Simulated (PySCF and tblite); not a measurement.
Results of a calculation; reference values are marked as such.
Stationary points of C5H6NOS (charge +1) at GFN2-xTB, in Å:

Structure A

```
 1 C    -2.382   -0.138   -0.443
 2 O    -1.165   -0.878   -0.401
 3 C    -0.082   -0.320    0.018
 4 C     1.112   -1.099    0.042
 5 C     2.293   -0.592    0.469
 6 S     2.510    1.018    1.026
 7 C     0.905    1.610    0.846
 8 N    -0.113    0.967    0.414
 9 H    -2.654    0.207    0.556
10 H    -3.133   -0.826   -0.826
11 H    -2.283    0.725   -1.101
12 H     1.042   -2.123   -0.296
13 H     3.190   -1.194    0.483
14 H     0.760    2.643    1.137
```

Structure B

```
 1 C    -2.224   -0.606   -0.607
 2 O    -1.552    0.381    0.164
 3 C    -0.274    0.375    0.348
 4 C     0.633   -0.590   -0.176
 5 C     1.970   -0.530    0.067
 6 S     2.744    0.672    1.004
 7 C     1.361    1.619    1.440
 8 N     0.153    1.402    1.111
 9 H    -3.277   -0.333   -0.570
10 H    -2.091   -1.601   -0.179
11 H    -1.883   -0.596   -1.645
12 H     0.254   -1.397   -0.785
13 H     2.639   -1.275   -0.342
14 H     1.571    2.482    2.059
```

Structure C

```
 1 C    -2.367   -0.325   -0.742
 2 O    -1.456   -0.370    0.365
 3 C    -0.201   -0.009    0.312
 4 C     0.819   -0.942   -0.004
 5 C     2.145   -0.648    0.130
 6 S     2.747    0.861    0.646
 7 C     1.262    1.715    0.854
 8 N     0.085    1.247    0.690
 9 H    -3.304   -0.722   -0.359
10 H    -2.006   -0.947   -1.564
11 H    -2.507    0.707   -1.069
12 H     0.519   -1.930   -0.327
13 H     2.903   -1.389   -0.085
14 H     1.362    2.751    1.154
```

Geometries: GFN2-xTB; energies: PBE0/pcSseg-1 + D3(BJ); zero-point and thermal terms from GFN2-xTB harmonic modes (soft modes blended into free rotors).

**Question.** Which structure is a saddle point, and along which motion?

**Answer.** C: one imaginary mode (264i cm⁻¹ at GFN2-xTB, mostly on O2, C1, C4), along the rotation about the C3–O2 bond (torsion C4–C3–O2–C1 from 180° to 360°, rising).

**Question.** Give their symmetry and energies above the lowest.

**Answer.** A Cs, 0.0 kcal/mol; B Cs, 5.6 kcal/mol; C C1, 16.1 kcal/mol.

The ion is treated without a counter-ion.
